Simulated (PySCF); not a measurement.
Isomers of [C9H15N2]+ (charge +1). Computed with PBE0-D3(BJ)/def2-SVP geometry optimisation, gas phase in PySCF. One conformer each; no zero-point energy, no entropy. No frequencies were run at this level. Point groups hold within 0.08 Å.

Question: Order them by energy at this level, lowest first, and give relative energies in kJ/mol.
A. `[CH:1]#[C:2]/[C:3](=[CH:4]/[CH:5]=[N+:6]([CH3:7])[CH3:8])[N:9]([CH3:10])[CH3:11]` (charge +1) with C3–C4–C5–N6 -178°
B. `[CH:1]#[C:2]/[C:3](=[CH:4]/[N:5]([CH3:6])[CH3:7])[CH:8]=[N+:9]([CH3:10])[CH3:11]` (charge +1) with C2–C3–C8–N9 -14°

Answer: A (0.0), B (6.3).

Neighbours under 21 kJ/mol apart (C#C/C(=C/C=[N+](C)C)N(C)C and C#C/C(C=[N+](C)C)=C/N(C)C) can change places with a better method, another conformer or zero-point energy.

```csv
SMILES,E (Eh),E rel (kJ/mol),dipole about centre of mass (D),point group,"A, B, C (MHz)"
C#C/C(=C/C=[N+](C)C)N(C)C,-460.31815,0.0,1.75,C1,"1773, 595.5, 458.2"
C#C/C(C=[N+](C)C)=C/N(C)C,-460.31573,6.3,3.12,C1,"1507, 689.6, 490.6"
```
